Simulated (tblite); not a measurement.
C7H16OSi.
Numbering: `[CH3:1][CH2:2][O:3]/[CH:4]=[C:5](\[SiH3:6])[CH:7]([CH3:8])[CH3:9]` (hydrogens: H10, H11, H12 on C1; H13, H14 on C2; H15 on C4; H16, H17, H18 on Si6; H19 on C7; H20, H21, H22 on C8; H23, H24, H25 on C9)

Computed with GFN2-xTB (tblite), gas phase: L-BFGS steps from a force-field or distance-geometry start until the largest atomic force falls under 0.01 eV/Å.

The end geometry, which sets the zero of energy:
```
atom  x, y, z in Å
C1      3.8193    1.4398    0.5540
C2      2.3492    1.6711    0.8637
O3      1.5986    0.6433    0.2536
C4      0.2446    0.7948    0.2393
C5     -0.5375   -0.2523   -0.0043
Si6     0.3595   -1.8909   -0.2373
C7     -2.0293   -0.0885   -0.1009
C8     -2.5261   -0.5026   -1.4859
C9     -2.7340   -0.8997    0.9866
H10     3.9845    1.4845   -0.5191
H11     4.4264    2.1971    1.0422
H12     4.1174    0.4566    0.9077
H13     2.1840    1.6587    1.9519
H14     2.0256    2.6507    0.4811
H15    -0.1240    1.8053    0.4102
H16     1.1923   -2.1589    0.9370
H17     1.1849   -1.8488   -1.4464
H18    -0.6043   -2.9913   -0.3756
H19    -2.2740    0.9717    0.0488
H20    -3.6032   -0.3656   -1.5607
H21    -2.2956   -1.5485   -1.6718
H22    -2.0454    0.0976   -2.2554
H23    -2.3809   -0.5988    1.9703
H24    -2.5333   -1.9600    0.8579
H25    -3.8097   -0.7411    0.9410
```

Problem. These geometries come from the run, each turned onto the end geometry. Order them by energy, lowest first.
A.
```
atom  x, y, z in Å
C1      3.8184    1.4945    0.5736
C2      2.3442    1.6409    0.9156
O3      1.6200    0.6245    0.2545
C4      0.2649    0.7626    0.2370
C5     -0.5212   -0.2736   -0.0397
Si6     0.3423   -1.9241   -0.3132
C7     -2.0113   -0.0838   -0.1312
C8     -2.5355   -0.5680   -1.4818
C9     -2.7190   -0.8115    1.0124
H10     3.9624    1.6095   -0.4970
H11     4.3969    2.2514    1.0960
H12     4.1705    0.5096    0.8677
H13     2.1911    1.5554    2.0029
H14     1.9762    2.6281    0.5968
H15    -0.1101    1.7660    0.4382
H16     1.2018   -2.2150    0.8359
H17     1.1401   -1.8807   -1.5416
H18    -0.6406   -3.0098   -0.4372
H19    -2.2300    0.9887   -0.0395
H20    -3.6013   -0.3682   -1.5733
H21    -2.3746   -1.6374   -1.5852
H22    -2.0143   -0.0630   -2.2914
H23    -2.3569   -0.4485    1.9719
H24    -2.5319   -1.8810    0.9579
H25    -3.7930   -0.6423    0.9586
```
B.
```
atom  x, y, z in Å
C1      3.7541    1.4623    0.5771
C2      2.2716    1.3009    0.8712
O3      1.5861    1.0463   -0.3424
C4      0.2174    1.0350   -0.2246
C5     -0.4924   -0.0877   -0.2165
Si6     0.4023   -1.7509   -0.1334
C7     -1.9966   -0.0353   -0.1865
C8     -2.6153   -0.6826   -1.4305
C9     -2.5203   -0.7050    1.0856
H10     3.9344    2.4068    0.0622
H11     4.3180    1.4558    1.5061
H12     4.0924    0.6403   -0.0508
H13     2.1065    0.4514    1.5498
H14     1.8835    2.2156    1.3450
H15    -0.2346    2.0271   -0.1679
H16     0.5959   -2.0922    1.2904
H17     1.6979   -1.7461   -0.8052
H18    -0.4215   -2.8015   -0.7483
H19    -2.3028    1.0190   -0.1774
H20    -3.6978   -0.5655   -1.3972
H21    -2.3871   -1.7448   -1.4836
H22    -2.2461   -0.2080   -2.3380
H23    -2.1904   -0.1574    1.9661
H24    -2.1588   -1.7280    1.1569
H25    -3.6072   -0.7310    1.0801
```
C.
```
atom  x, y, z in Å
C1      3.7147    1.4187    0.5943
C2      2.2162    1.1729    0.8832
O3      1.4508    1.2982   -0.3111
C4      0.0843    1.1334   -0.2963
C5     -0.5410   -0.0210   -0.1985
Si6     0.3566   -1.6530   -0.0393
C7     -2.0333   -0.0508   -0.2133
C8     -2.5605   -0.7612   -1.4526
C9     -2.4474   -0.6935    1.1022
H10     4.0258    2.3781    1.0251
H11     4.3263    0.6148    1.0328
H12     3.8890    1.4834   -0.4825
H13     2.0860    0.1507    1.2662
H14     1.8966    1.9468    1.6001
H15    -0.5109    2.0564   -0.3929
H16     0.7457   -1.9176    1.3545
H17     1.5866   -1.5212   -0.8192
H18    -0.4096   -2.7581   -0.6165
H19    -2.3757    0.9794   -0.2270
H20    -3.6330   -0.5817   -1.5846
H21    -2.3035   -1.8247   -1.3999
H22    -2.0422   -0.3064   -2.2979
H23    -1.7246   -0.3419    1.8532
H24    -2.3561   -1.7826    0.9763
H25    -3.4519   -0.3947    1.4316
```
D.
```
atom  x, y, z in Å
C1      3.8112    1.5177    0.5870
C2      2.3395    1.6343    0.9469
O3      1.6323    0.6183    0.2677
C4      0.2795    0.7573    0.2028
C5     -0.5065   -0.2787   -0.0768
Si6     0.3390   -1.9431   -0.3212
C7     -1.9973   -0.0811   -0.1604
C8     -2.5671   -0.5956   -1.4811
C9     -2.6819   -0.7749    1.0184
H10     3.9465    1.6928   -0.4774
H11     4.3924    2.2457    1.1463
H12     4.1652    0.5183    0.8217
H13     2.2006    1.5193    2.0335
H14     1.9553    2.6240    0.6586
H15    -0.0972    1.7671    0.3664
H16     1.1343   -2.2941    0.8572
H17     1.2000   -1.8905   -1.5049
H18    -0.6667   -2.9979   -0.5126
H19    -2.2077    0.9946   -0.0906
H20    -3.6385   -0.4090   -1.5262
H21    -2.4004   -1.6651   -1.5753
H22    -2.0934   -0.0974   -2.3236
H23    -2.2749   -0.4103    1.9589
H24    -2.5231   -1.8491    0.9676
H25    -3.7522   -0.5785    1.0049
```
E.
```
atom  x, y, z in Å
C1      3.7916    1.5041    0.5913
C2      2.3146    1.4755    0.9475
O3      1.6137    0.6790    0.0177
C4      0.2547    0.8275    0.0175
C5     -0.5231   -0.2293   -0.1715
Si6     0.4265   -1.8508   -0.2743
C7     -2.0196   -0.0763   -0.1971
C8     -2.6492   -0.6411   -1.4716
C9     -2.6209   -0.7357    1.0452
H10     3.9186    1.9043   -0.4109
H11     4.3180    2.1473    1.2993
H12     4.2123    0.5023    0.6385
H13     2.1714    1.0686    1.9570
H14     1.9050    2.4942    0.9296
H15    -0.1053    1.8498    0.1316
H16     0.9465   -2.1507    1.0642
H17     1.5321   -1.8351   -1.2239
H18    -0.5308   -2.8871   -0.6577
H19    -2.2491    0.9981   -0.1590
H20    -3.7160   -0.4156   -1.4898
H21    -2.5204   -1.7216   -1.5205
H22    -2.1872   -0.1912   -2.3499
H23    -2.0827   -0.4158    1.9334
H24    -2.5427   -1.8201    0.9870
H25    -3.6691   -0.4560    1.1543
```

Solution. A (0.005 eV), D (0.011 eV), E (0.065 eV), B (0.181 eV), C (0.568 eV).

In the order of the answer:

```csv
step,E above end (eV),largest force (eV/Å),rms force component (eV/Å),rms distance from end (Å),rms bond change (Å),bond most changed (Å)
151,0.005,0.03,0.009,0.097,0.001,C7–C8 -0.001
129,0.011,0.03,0.010,0.139,0.001,C5–C7 +0.002
99,0.065,0.17,0.059,0.299,0.003,Si6–H18 -0.007
68,0.181,0.16,0.041,0.613,0.004,Si6–H16 +0.012
1,0.568,0.85,0.261,0.866,0.011,C1–C2 +0.026
```

The cost below is that of the whole relaxation. Time: 3.4 s. Hardware: one thread of an Arm Neoverse N1, shared host with 64 logical CPUs at a one-minute load of 58.
